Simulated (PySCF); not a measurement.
Species: C6H11ClOSi.
Geometry (GFN2-xTB, Å), atoms numbered from 1 in this order:
```xyz
20
C6H11ClOSi angstrom
O      1.132   -0.877    1.499
C      1.027   -1.491    0.241
C      0.488   -0.543   -0.846
C      1.456    0.594   -1.026
C      1.013    1.713   -0.473
C     -0.361    1.534    0.090
Cl    -1.451    2.858   -0.439
C     -0.821    0.176   -0.454
Si    -2.038   -0.734    0.702
H      1.699   -0.100    1.414
H      0.344   -2.332    0.378
H      2.003   -1.885   -0.080
H      0.367   -1.131   -1.760
H      2.417    0.451   -1.491
H      1.523    2.658   -0.421
H     -0.366    1.589    1.182
H     -1.348    0.378   -1.393
H     -1.488   -0.891    2.042
H     -2.342   -2.030    0.085
H     -3.259    0.072    0.748
```

Computed at PBE0/pcSseg-1 (PySCF, non-relativistic), with Q(17O) = −0.0256 b, Q(35Cl) = −0.0817 b: O1, 17O (I = 5/2): χzz = 11.39 MHz, η = 0.935; Cl7, 35Cl (I = 3/2): χzz = -73.74 MHz, η = 0.032.

Task: Where would the pure quadrupole (NQR) lines of 17O at O1 fall for the rigid, isolated species?

Result: From the eigenvalues of H = χ/[4I(2I − 1)] × [3Iz² − I(I + 1) + η(Ix² − Iy²)], steps between neighbouring levels, labelled as for η = 0: ±1/2↔±3/2 2.886 MHz, ±3/2↔±5/2 3.045 MHz (alcohol oxygen).

Task: Find the zero-field quadrupole resonance frequencies of 35Cl at Cl7.

Result: From ν = (|χ|/2)√(1 + η²/3): ν = 36.88 MHz (alkyl chlorine). For 37Cl the ratio of quadrupole moments, 0.7881, gives 29.06 MHz.

Task: Apply the simplest Townes–Dailey estimate (no s hybridisation, no π bonding), ionic character = 1 − χzz/χ0, where χ0 is the coupling for one missing p electron along the bond: −109.74 MHz for 35Cl.

Result: Cl7 on C6: 1 − (-73.74)/(-109.74) = 0.33. In this model a purely covalent bond gives χ0 and a free halide ion gives zero; s hybridisation or π bonding, where present, is counted here as ionic character.

In a crystal, neighbours and librations shift these lines. GFN2-xTB bond lengths can be off by several hundredths of an ångström, more for odd bonds, and the gradients follow them. With a basis this small, the couplings can be 20 % off.

One conformer stands for the species.
